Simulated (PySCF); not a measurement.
**Continuum solvent and chemical shifts**

Numbering as in the mapped SMILES `[OH:1][B:2]([OH:3])[c:4]1[cH:5][cH:6][c:7]([CH:8]([F:9])[F:10])[cH:11][cH:12]1`. Hydrogens are named by the atom that carries them.

GIAO PBE0/pcSseg-1 in PySCF 2.14 on one PBE0-D3(BJ)/def2-SVP conformer, non-relativistic, equivalent nuclei averaged. Solvents enter as an IEF-PCM continuum (benzene with ε = 2.3, water with ε = 78.4) around the gas-phase geometry. Shifts are referred to BF3·OEt2, TMS, CFCl3 computed in the same medium.

In benzene, δ in ppm: B2 26.4, C7 143.8, C5/C12 142.0, C4 139.7, C6/C11 131.7, C8 119.6, F9/F10 -117.8, H(C5)/H(C12) 8.35, H(C6)/H(C11) 7.80, H(C8) 6.53, H(O1)/H(O3) 3.74. Dipole moment 5.20 D.

(1) How does each δ change in the more polar medium?

(2) Which nuclei move most (in ppm), and what does the model miss?

## Answers

(1) 
```tsv
atoms	environment	Δδ, water
B2	boron bonded to C, 2 O	+0.3
C7	substituted aromatic carbon	+0.4
C5/C12	aromatic CH	+0.3
C4	substituted aromatic carbon	+1.5
C6/C11	aromatic CH	+1.2
C8	sp3 CH bonded to 2 F, on an aromatic ring	+0.6
F9/F10	fluorine of a CF2 group	-2.2
H(C5)/H(C12)	hydrogen on an aromatic CH	+0.03
H(C6)/H(C11)	hydrogen on an aromatic CH	+0.16
H(C8)	hydrogen on an sp3 CH bonded to 2 F, on an aromatic ring	+0.23
H(O1)/H(O3)	hydrogen on an oxygen bonded to B	+0.83
```

Changes are relative to benzene. The dipole moment becomes 5.60 D in water.

(2) F9/F10 (fluorine of a CF2 group, -2.2 ppm) in water. A continuum only polarises the solute; specific hydrogen bonds, the anisotropy of aromatic solvents and changes of geometry or conformer are outside it.
